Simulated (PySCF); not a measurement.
F2S, charge +1, doublet, geometry from GFN2-xTB (a state made from the parent by changing its charge; the spin is typed, not shown lowest). Base run: B3LYP/def2-SV(P) in PySCF.

Here is a job for PySCF.
```python
from pyscf import gto, scf, dft

mol = gto.Mole()
mol.atom = '''
    F    -1.17981570   -0.48783370   -0.00301036
    S    -0.00398359    0.53886100   -0.00620045
    F     1.18689763   -0.47014141    0.01403339
'''
mol.basis = 'def2-sv(p)'
mol.charge = 1
mol.spin = 1
mol.verbose = 4
mol.build()

mf = dft.UKS(mol)
mf.xc = 'b3lyp'
mf.kernel()
mo_i, mo_e, stable_i, stable_e = mf.stability(internal=True, external=False, return_status=True, nroots=6, tol=1e-6)
print('internally stable:', stable_i, ' externally stable:', stable_e)
if not stable_i:
    umf = mf.copy()
    umf.scf_summary = {}
    umf.kernel(umf.make_rdm1(mo_i, mf.mo_occ))
```

The bond that is stretched is that between atoms 1 and 2. A test that says stable can miss a lower solution.

Variants of this job, named by their change:

```tsv
change	ΔE vs base (kcal/mol)	<S^2>	E after following the instability (Eh)	<S^2> there	stability test says	outcome
base	0.000	0.753	-	-	internally stable (external not tested)	converged
bond × 1.25	37.41	0.755	-	-	internally stable (external not tested)	converged
bond × 1.5	80.3	0.762	-597.04937	1.34	internal instability	converged
bond × 1.8	81.8	1.677	-597.03728	1.75	internal instability	converged
bond × 2.2	84.2	1.746	-597.03339	1.75	internal instability	converged
bond × 3.0	-	-	-	-	-	not converged
```

On stretching, the SCF can end on different states; <S^2> shows the spin contamination of each.
